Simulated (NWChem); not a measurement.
System: CH₄MgSe; SMILES [CH3][Mg][SeH]

Here is an NWChem input.

```
start job
memory heap 200 mb stack 900 mb global 1100 mb
geometry units angstroms noautoz
  Mg     0.137079    -1.163001     0.009472
  C      0.389435    -3.234555     0.028204
  H     -0.318225    -3.737910    -0.652336
  H      0.230700    -3.657577     1.034573
  H      1.405694    -3.523042    -0.290229
  Se    -0.123879     1.268937    -0.006035
  H     -1.565967     1.107373    -0.266588
end
basis spherical
  Mg library def2-svp
  C library def2-svp
  H library def2-svp
  Se library def2-svp
end
dft
  xc xpbe96 cpbe96
  iterations 150
  mulliken
end
task dft energy
```

Parts of the log:

```
             Northwest Computational Chemistry Package (NWChem) 7.3.0
             --------------------------------------------------------

 C1  symmetry detected

                             Geometry "geometry" -> ""
                             -------------------------

 Output coordinates in angstroms (scale by  1.889725989 to convert to a.u.)

  No.       Tag          Charge          X              Y              Z
 ---- ---------------- ---------- -------------- -------------- --------------
    1 Mg                  12.0000     0.00926455    -1.17155577     0.00006626
    2 C                    6.0000     0.01857739    -3.25848741     0.00023224
    3 H                    1.0000    -0.85174346    -3.67037992    -0.53844187
    4 H                    1.0000    -0.00799846    -3.66826798     1.02409579
    5 H                    1.0000     0.92212922    -3.66088539    -0.48872241
    6 Se                  34.0000     0.03397879     1.27426744     0.00002893
    7 H                    1.0000    -1.44030517     1.28403388    -0.00010367

 Effective nuclear repulsion energy (a.u.)     173.0283227795

  pbe96 is a nonlocal functional; adding pw91lda local functional.

                                 NWChem DFT Module
                                 -----------------

 Summary of "ao basis" -> "ao basis" (spherical)
 ------------------------------------------------------------------------------
       Tag                 Description            Shells   Functions and Types
 ---------------- ------------------------------  ------  ---------------------
 Mg                         def2-svp                 8       18   4s3p1d
 C                          def2-svp                 6       14   3s2p1d
 H                          def2-svp                 3        5   2s1p
 Se                         def2-svp                12       32   5s4p3d

            General Information
            -------------------
          SCF calculation type: DFT
          Wavefunction type:  closed shell.
          No. of atoms     :     7
          No. of electrons :    56
           Alpha electrons :    28
            Beta electrons :    28
          Charge           :     0
          Spin multiplicity:     1
          Use of symmetry is: off; symmetry adaption is: off
          Maximum number of iterations: 150
          AO basis - number of functions:    84
                     number of shells:    38
          Convergence on energy requested:  1.00D-06
          Convergence on density requested:  1.00D-05
          Convergence on gradient requested:  5.00D-04

              XC Information
              --------------
          PerdewBurkeErnzerhof Exchange Functional  1.000
            Perdew 1991 LDA Correlation Functional  1.000 local
           PerdewBurkeErnz. Correlation Functional  1.000 non-local

             Grid Information
             ----------------
          Grid used for XC integration:  medium
          Radial quadrature: Mura-Knowles
          Angular quadrature: Lebedev.
          Tag              B.-S. Rad. Rad. Pts. Rad. Cut. Ang. Pts.
          ---              ---------- --------- --------- ---------
          Mg                  1.50       88           9.0       590
          C                   0.70       49          12.0       434
          H                   0.35       45          13.0       434
          Se                  1.15      112          12.0       590
          Grid pruning is: on
          Number of quadrature shells:   429
          Spatial weights used:  Erf1

      Superposition of Atomic Density Guess
      -------------------------------------

 Sum of atomic energies:       -2638.66852251

      Non-variational initial energy
      ------------------------------

 Total energy =   -2639.502878
 1-e energy   =   -4019.065107
 2-e energy   =    1206.533906
 HOMO         =      -0.298686
 LUMO         =      -0.045416

     ---------------------------------------------
      Total Density - Mulliken Population Analysis
     ---------------------------------------------

    Atom       Charge   Shell Charges
 -----------   ------   -------------------------------------------------------
    1 Mg  12    11.13   2.00  1.99  0.66  0.12  5.99  0.17  0.09  0.12
    2 C    6     6.83   1.99  0.97  0.32  2.13  1.40  0.01
    3 H    1     0.87   0.66  0.18  0.03
    4 H    1     0.87   0.66  0.18  0.03
    5 H    1     0.87   0.66  0.18  0.03
    6 Se  34    34.63   2.00  2.00  2.00  1.34  0.51  6.00  5.98  2.02  2.76  8.20  1.75  0.07
    7 H    1     0.81   0.57  0.22  0.02

   convergence    iter        energy       DeltaE   RMS-Dens  Diis-err
 ---------------- ----- ----------------- --------- --------- ---------
 d= 0,ls=0.0,diis     1  -2641.1974258315 -2.81D+03  1.36D-02  3.93D-01
 d= 0,ls=0.0,diis     2  -2641.1863276647  1.11D-02  9.23D-03  4.06D-01
 d= 0,ls=0.0,diis     3  -2641.2323449824 -4.60D-02  2.84D-03  4.46D-02
 d= 0,ls=0.0,diis     4  -2641.2388275647 -6.48D-03  6.96D-04  3.89D-03
 d= 0,ls=0.0,diis     5  -2641.2392802322 -4.53D-04  3.27D-04  4.44D-04
  Resetting Diis
 d= 0,ls=0.0,diis     6  -2641.2393594254 -7.92D-05  5.31D-05  1.16D-05
 d= 0,ls=0.0,diis     7  -2641.2393616108 -2.19D-06  2.58D-05  1.03D-06
 d= 0,ls=0.0,diis     8  -2641.2393614435  1.67D-07  1.60D-05  1.74D-06
 d= 0,ls=0.0,diis     9  -2641.2393617964 -3.53D-07  2.01D-06  4.04D-08

         Total DFT energy =    -2641.239361796424
      One electron energy =    -4021.916743380583
           Coulomb energy =     1317.625761206560
    Exchange-Corr. energy =     -109.976702401879
 Nuclear repulsion energy =      173.028322779478

 Numeric. integr. density =       56.000015885133

                       DFT Final Molecular Orbital Analysis
                       ------------------------------------

[...]
```

Level: PBE/def2-SVP. Structure relaxed at the PBE0/def2-SVP level.
